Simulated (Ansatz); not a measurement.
Consider the ligand exchange at the Si–C bond: `C#C[SiH2][SiH2]C` + H–F → `C[SiH2][SiH2]F` + acetylene.

Calculated with Ansatz (gas phase, PBE0-D4/def2-TZVP geometries, no zero-point term in ΔE). CCSD(T)/CBS adds triple-zeta CCSD(T) − MP2 to the extrapolated MP2 energy (def2 sets, frozen cores). This one scheme is used for every species. DFT in def2-TZVPP. Each species was taken in one conformer, which may not be the lowest.

```tsv
level	ΔE (kJ/mol)	difference from CCSD(T)/CBS
PBE-D4	-71.5	8.2
PBE0-D4	-73.0	6.7
ωB97X-V	-86.7	-7.0
ωB97M-V	-85.5	-5.8
B2PLYP	-87.7	-8.0
PBE	-76.8	2.9
HF/def2-TZVPP	-103.9	-24.2
MP2/def2-TZVPP	-74.5	5.2
SCS-MP2/def2-TZVPP	-81.8	-2.1
CCSD/def2-TZVPP	-83.5	-3.8
CCSD(T)/def2-TZVPP	-79.0	0.7
HF/def2-QZVPP	-105.9	-26.2
MP2/def2-QZVPP	-75.6	4.1
SCS-MP2/def2-QZVPP	-82.9	-3.2
MP2/CBS(def2)	-75.2	4.5
CCSD/CBS(def2)	-84.2	-4.5
CCSD(T)/CBS	-79.7	0
```

Largest T1 diagnostic among the species: 0.013.

In def2-TZVPP, CCSD(T) changes the Hartree–Fock value by +24.9 kJ/mol (the triples alone add +4.5 kJ/mol) and MP2 by +29.4 kJ/mol. The D4 term adds +8.4 kJ/mol with B3LYP and +4.9 kJ/mol with PBE0; it sums over pairs of atoms, weighted by their polarisabilities, and B3LYP, whose exchange is more repulsive, gets the larger term.

B3LYP here is the variant with VWN-RPA as its local correlation; programs differ in this.
